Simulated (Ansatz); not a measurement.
A single point on C7H7F (`Cc1ccccc1F`).

```yaml
crystal:
  periodic: [false, false, false]
  atoms:
    - {symbol: C, position_ang: [0.643901, -1.972663, 0.774484]}
    - {symbol: C, position_ang: [0.237995, -0.634497, 0.246559]}
    - {symbol: C, position_ang: [1.155044, 0.297703, -0.226194]}
    - {symbol: C, position_ang: [0.752381, 1.533546, -0.711088]}
    - {symbol: C, position_ang: [-0.593414, 1.863219, -0.731954]}
    - {symbol: C, position_ang: [-1.533921, 0.955632, -0.267570]}
    - {symbol: C, position_ang: [-1.098996, -0.263598, 0.207552]}
    - {symbol: F, position_ang: [-2.012467, -1.140101, 0.656523]}
    - {symbol: H, position_ang: [0.328217, -2.101074, 1.812883]}
    - {symbol: H, position_ang: [1.726471, -2.092444, 0.727197]}
    - {symbol: H, position_ang: [0.182485, -2.780929, 0.201639]}
    - {symbol: H, position_ang: [2.209422, 0.041995, -0.210973]}
    - {symbol: H, position_ang: [1.491600, 2.238336, -1.072512]}
    - {symbol: H, position_ang: [-0.916934, 2.826163, -1.108905]}
    - {symbol: H, position_ang: [-2.593884, 1.178014, -0.268339]}
basis:
  gaussian: {orbitals: def2-TZVPP}
hamiltonian: {xc: pbe}
correlation: {method: rpa}
```

```sh
$ ansatz run in.yaml --threads 4 --pin off --events-out ev --progress --plain --max-ram 11315MiB
```

Output, abridged:

```
Functional definition: PBE
2102 factors; integrals over basis functions are off by at most 9.3e-4 eV
mean field evaluation 1: about -10063.2392 eV, gradient 8.7e1 eV
mean field evaluation 2: about -10063.2176 eV, gradient 8.7e1 eV
mean field evaluation 4: about -10080.2252 eV, gradient 2.7e1 eV
mean field evaluation 8: about -10081.6713 eV, gradient 4.1e-1 eV
mean field evaluation 16: about -10081.6711 eV, gradient 2.7e-3 eV
mean field -10081.67105867 eV, -370.4945778041 hartree, gradient 3.1e-6 eV, S^2 0.000000; 0 other end points of the search recorded, 0 dependent functions left out
8 core orbitals not correlated: weight in the atoms' cores, before any rotation towards them, 1.000 or more for the frozen orbitals, at most 0.000 for the correlated occupied ones
reference -10031.76613418 eV, -368.6606056557 hartree; 21, 21 occupied and 317, 317 virtual orbitals, 2102 factors
Total energy: -10090.08398572 eV, -370.8037471706 hartree
```

Run time 14 s (4 threads of an Arm Neoverse V2 on a shared host); peak host memory 1.3 GiB.
